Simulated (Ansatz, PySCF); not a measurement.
Caution: the highest occupied level lies above zero, so the state may not be bound. This triplet is an excited state, 1.11 eV above the relaxed singlet at the level frozen-core CCSD(T)/aug-cc-pVTZ // PBE0-D3(BJ)/def2-TZVPD (Ansatz, an electronic-structure program).

```xyz
4

O     -0.9784    -0.1428     0.4118
Al     0.6120     0.6159     0.1621
H     -1.5038    -0.1117    -0.3875
H      1.8702    -0.3614    -0.1864
```

Charge -1, multiplicity 3.

Problem. Give the Mulliken and meta-Löwdin atomic charges from PBE0-D3(BJ)/def2-TZVPD (PySCF).

Solution. 
```csv
atom,Mulliken (e),meta-Löwdin (e)
O1,-0.76,-0.86
Al2,-0.51,-0.28
H3,0.35,0.31
H4,-0.08,-0.17
```
